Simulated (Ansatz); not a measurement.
Geometry optimisation, Ansatz 0.2.0, RKS PBE0-D4/STO-3G.

input.yaml

```yaml
crystal:
  periodic: [false, false, false]
  atoms:
    - { symbol: Si, position_ang: [-1.6391, 0.3574, 1.5753] }
    - { symbol: C, position_ang: [-0.2373, 0.5311, 0.3871] }
    - { symbol: C, position_ang: [0.182, -0.7904, -0.2574] }
    - { symbol: C, position_ang: [1.5543, -0.6657, -1.0991] }
    - { symbol: S, position_ang: [1.2317, 0.2708, -2.6384] }
    - { symbol: H, position_ang: [-2.0179, 1.7588, 2.1074] }
    - { symbol: H, position_ang: [-2.8442, -0.1379, 0.8544] }
    - { symbol: H, position_ang: [-1.303, -0.4873, 2.6805] }
    - { symbol: H, position_ang: [-0.5079, 1.264, -0.353] }
    - { symbol: H, position_ang: [0.61, 0.9765, 0.9587] }
    - { symbol: H, position_ang: [0.4119, -1.5149, 0.5779] }
    - { symbol: H, position_ang: [-0.5806, -1.2172, -0.8223] }
    - { symbol: H, position_ang: [2.2429, -0.1911, -0.5373] }
    - { symbol: H, position_ang: [1.7824, -1.6677, -1.3699] }
    - { symbol: H, position_ang: [1.0928, 1.4627, -2.0345] }
basis:
  gaussian: { orbitals: STO-3G }
hamiltonian:
  xc: pbe0
  dispersion: d4
relax:
  f_tol: 0.015
  max_steps: 40
output:
  orbitals: {}
```

Launched with:

```bash
$ ansatz run input.yaml --threads 1 --pin off --max-ram 2048MiB --backend cpu --events-out ev --progress --plain --runs-dir out
```

**Question.** Where does it end, and by what steps?

**Answer.** The forces met the threshold. Limits of this set-up: minimal basis. After 6 steps the energy has fallen by 0.708 eV; C4 moved furthest, 0.09 Å.

```
step  energy less start (eV)  largest force component (eV/Å)  accepted
   0                  0.0000                           6.509       yes
   1                 -0.6460                           0.885       yes
   2                 -0.7010                           0.302       yes
   3                 -0.7072                           0.098       yes
   4                 -0.7080                           0.032       yes
   5                 -0.7083                           0.032       yes
   6                 -0.7084                           0.007       yes
```

```xyz
15
Properties=species:S:1:pos:R:3
Si -1.689 0.394 1.572
C -0.228 0.568 0.408
C 0.223 -0.783 -0.196
C 1.464 -0.668 -1.126
S 1.210 0.290 -2.647
H -2.054 1.683 2.109
H -2.820 -0.156 0.865
H -1.348 -0.488 2.662
H -0.491 1.254 -0.407
H 0.618 1.021 0.941
H 0.474 -1.484 0.617
H -0.607 -1.233 -0.763
H 2.308 -0.258 -0.548
H 1.755 -1.681 -1.441
H 1.164 1.489 -2.016
```

Whether the end is a true minimum wasn't checked by a vibrational analysis.

Time of the run: 26 s on 1 thread of Arm Neoverse V1, on a shared host, peak memory 0.13 GiB.
